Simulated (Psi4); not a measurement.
C3H8N (SMILES [CH2-]N(C)C), charge -1, singlet (typed; the unrestricted solution is spin-contaminated), at a GFN2-xTB geometry (a gas-phase anion, which may not be bound at this level), with bond 11-4 at 1.8 times its length; HF/3-21G run with Psi4.

Psi4 was given this input:
```
memory 2 GB

molecule mol {
-1 1
  N     0.001546    0.029851    0.378522
  C    -0.002249    1.469584   -0.201896
  C     1.174442   -0.652834   -0.084420
  C    -1.173850   -0.655085   -0.074649
  H     0.883755    1.937223    0.347793
  H    -0.884542    1.935528    0.355151
  H     1.246424   -0.719139   -1.194192
  H     1.205142   -1.682705    0.312765
  H     2.059148   -0.119681    0.269251
  H    -1.254938   -0.721537   -1.183784
  H    -2.762805    0.301541    0.575197
  H    -1.199269   -1.685009    0.322770
}

set basis 3-21g
set reference uhf
set stability_analysis follow
set scf_type pk

energy('scf')
print_variables()
```

It wrote (shortened):

```
   => Loading Basis Set <=

    Name: 3-21G
    Role: ORBITAL
    Keyword: BASIS

         ---------------------------------------------------------
                                   SCF
               by Justin Turney, Rob Parrish, Andy Simmonett
                          and Daniel G. A. Smith
                              UHF Reference
         ---------------------------------------------------------

  ==> Geometry <==

    Molecular point group: c1
    Full point group: C1

    Geometry (in Angstrom), charge = -1, multiplicity = 1:

       Center              X                  Y                   Z               Mass
    ------------   -----------------  -----------------  -----------------  -----------------
         N            0.013788227780     0.002325126281     0.365221262113    14.003074004430
         C            0.009993227780     1.442058126281    -0.215196737887    12.000000000000
         C            1.186684227780    -0.680359873719    -0.097720737887    12.000000000000
         C           -1.161607772220    -0.682610873719    -0.087949737887    12.000000000000
         H            0.895997227780     1.909697126281     0.334492262113     1.007825032230
         H           -0.872299772220     1.908002126281     0.341850262113     1.007825032230
         H            1.258666227780    -0.746664873719    -1.207492737887     1.007825032230
         H            1.217384227780    -1.710230873719     0.299464262113     1.007825032230
         H            2.071390227780    -0.147206873719     0.255950262113     1.007825032230
         H           -1.242695772220    -0.749062873719    -1.197084737887     1.007825032230
         H           -2.750562772220     0.274015126281     0.561896262113     1.007825032230
         H           -1.187026772220    -1.712534873719     0.309469262113     1.007825032230

  Running in c1 symmetry.

  Rotational constants: A =      0.29867  B =      0.28341  C =      0.16321 [cm^-1]
  Rotational constants: A =   8954.02718  B =   8496.52565  C =   4892.83754 [MHz]
  Nuclear repulsion =  126.770576345362031

  Charge       = -1
  Multiplicity = 1
  Electrons    = 34
  Nalpha       = 17
  Nbeta        = 17

  ==> Algorithm <==

  SCF Algorithm Type is PK.
  DIIS enabled.
  MOM disabled.
  Fractional occupation disabled.
  Guess Type is SAD.
  Energy threshold   = 1.00e-06
  Density threshold  = 1.00e-06
  Integral threshold = 1.00e-12

  ==> Primary Basis <==

  Basis Set: 3-21G
    Blend: 3-21G
[...]
    Wavefunction unstable!
    Rotating orbitals by 0.5 * pi / 2 radians along unstable eigenvector.
[...]
   @UHF iter  21:  -171.46673981826206   -7.32262e-08   8.95010e-07 DIIS
    Wavefunction stable under totally symmetric rotations.
    Lowest totally symmetric eigenvalue: 0.122504
    Lowest UHF->UHF stability eigenvalues:
       A 0.122504

    Stability analysis over.

  ==> Post-Iterations <==

   @Spin Contamination Metric:   5.950564033E-01
   @S^2 Expected:                0.000000000E+00
   @S^2 Observed:                5.950564033E-01
   @S   Expected:                0.000000000E+00
   @S   Observed:                0.000000000E+00

    Orbital Energies [Eh]
    ---------------------

    Alpha Occupied:

[...]
    Alpha Virtual:

[...]
    Beta Occupied:

[...]
    Beta Virtual:

[...]
    Final Occupation by Irrep:
              A
    DOCC [    17 ]
    SOCC [     0 ]
    NA   [    17 ]
    NB   [    17 ]

  @UHF Final Energy:  -171.46673981826206

   => Energetics <=

    Nuclear Repulsion Energy =            126.7705763453620307
    One-Electron Energy =                -489.3437765173948719
    Two-Electron Energy =                 191.1064603537707853
    Total Energy =                       -171.4667398182620559

  UHF NO Occupations:
  HONO-2 :   15  A 1.9992259
  HONO-1 :   16  A 1.9991450
  HONO-0 :   17  A 1.6404118
  LUNO+0 :   18  A 0.3595882
  LUNO+1 :   19  A 0.0008550
  LUNO+2 :   20  A 0.0007741
  LUNO+3 :   21  A 0.0006148

Computation Completed

Properties will be evaluated at   0.000000,   0.000000,   0.000000 [a0]

Properties computed using the SCF density matrix

 Multipole Moments:

 ------------------------------------------------------------------------------------
     Multipole            Electronic (a.u.)      Nuclear  (a.u.)        Total (a.u.)
 ------------------------------------------------------------------------------------

 L = 1.  Multiply by 2.5417464519 to convert [e a0] to [Debye]
 Dipole X            :          1.0183857           -0.5710969            0.4472888
 Dipole Y            :         -1.1102589           -0.9130889           -2.0233478
 Dipole Z            :          0.5080732           -0.2836656            0.2244076
 Magnitude           :                                                    2.0843134

 ------------------------------------------------------------------------------------

  Variable Map:
  ----------------------------------------------------------------------------
[...]
  Array Variable Map:
  ----------------------------------------------------------------------------
[...]
[...]
```
